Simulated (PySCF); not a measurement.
**Os²⁺: excitation energy**

Os²⁺ [Xe] 4f14 5d6 (5D) → Os²⁺ [Xe] 4f14 5d5 6s1, s spin flipped, as a difference of total energies. All numbers are calculated (PySCF 2.14, scalar relativity by spin-free X2C-1e, in ANO-RCC-VTZP (8s7p5d3f2g1h, 104 functions)). The calculations carry no spin-orbit coupling.

```csv
method,excitation energy (cm⁻¹)
UHF,15385
B97-3,14906
revPBE,17760
M06-L,12738
```

The upper determinant mixes two multiplicities, so it lies between the two terms.

The basis was made for the ground configuration and has no added diffuse functions, so the excitation energy can come out too high.
